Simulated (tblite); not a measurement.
Species: C₇H₆FO (doublet state).
Atom-mapped SMILES: `[O:1]=[CH:2][C@@H:3]1[CH:4][CH:5]=[CH:6][CH:7]=[C:8]1[F:9]` (hydrogens: H10 on C2; H11 on C3; H12 on C4; H13 on C5; H14 on C6; H15 on C7)

The geometry is computed with GFN2-xTB (gas phase). This method treats the open shell by occupation alone, without spin polarisation.

List the bond lengths, angles and torsions at this level.

```tsv
bond	length (Å)	order
O1=C2	1.194	double
C2–C3	1.541	single
C3–C4	1.496	single
C4–C5	1.361	single
C5=C6	1.399	double
C6–C7	1.406	single
C7=C8	1.354	double
C8–F9	1.350	single
C3–C8	1.482	single
C2–H10	1.104	single
C3–H11	1.096	single
C4–H12	1.078	single
C5–H13	1.080	single
C6–H14	1.077	single
C7–H15	1.079	single
```

Orders are formal, as drawn. A selection of angles:
```tsv
angle	degrees
O1–C2–C3	124.0
O1–C2–H10	122.9
C3–C2–H10	112.8
C2–C3–C4	99.6
C2–C3–C8	112.9
C2–C3–H11	107.5
C4–C3–C8	111.4
C4–C3–H11	112.7
C8–C3–H11	112.1
C3–C4–C5	121.5
C3–C4–H12	116.7
C5–C4–H12	121.7
C4–C5–C6	121.9
C4–C5–H13	119.2
C6–C5–H13	118.9
C5–C6–C7	119.7
C5–C6–H14	120.4
C7–C6–H14	119.8
C6–C7–C8	119.7
C6–C7–H15	120.5
C8–C7–H15	119.7
C7–C8–F9	120.4
C3–C8–C7	124.3
C3–C8–F9	115.2
```

Dihedral angles: O1–C2–C3–C4 -90°; C2–C3–C4–C5 -106° (anticlinal); C3–C4–C5–C6 -6° (synperiplanar); C4–C5–C6–C7 -3° (synperiplanar); C5–C6–C7–C8 4° (synperiplanar); C6–C7–C8–F9 -177° (antiperiplanar); C2–C3–C8–C7 98° (anticlinal).

C5 (carbon bonded to 2 C and H) is planar (angles 121.9°, 119.2° and 118.9°, sum 359.9°, 0.02 Å off the plane of its three neighbours). C4 (carbon bonded to 2 C and H) is planar (angles 121.7°, 121.5° and 116.7°, sum 359.9°, 0.03 Å off the plane of its three neighbours). C2 (carbon bonded to C, O and H) is planar (angles 124.0°, 122.9° and 112.8°, sum 359.7°, 0.04 Å off the plane of its three neighbours). The C–C distances run from 1.354 Å (C7=C8, drawn double in a drawing that doesn't fit all lengths) to 1.541 Å (C2–C3, drawn single in a drawing that doesn't fit all lengths), a spread of 0.187 Å. C8 (carbon bonded to 2 C and F) is planar (angles 124.3°, 120.4° and 115.2°, sum 360.0°, 0.02 Å off the plane of its three neighbours). C6 (carbon bonded to 2 C and H) is planar (angles 120.4°, 119.8° and 119.7°, sum 359.9°, 0.02 Å off the plane of its three neighbours). The 6-membered ring C3–C4–C5–C6–C7–C8 has internal angles of 111.4° to 124.3° (sum 719°, against 720° for a flat polygon); it is slightly puckered (a soft mode that the optimisation may not have finished), 0.05 Å rms from its mean plane, widest ring torsion 13°.

Point group: C1 (no symmetry element, even within 0.4 Å). Its GFN2-xTB frequencies are all real (lowest 49 cm⁻¹).

Time: 0.36 s. Hardware: Arm Neoverse V2, one thread, shared host with 96 logical CPUs at a one-minute load of 83. This is the geometry optimisation.

One conformer stands for the species.
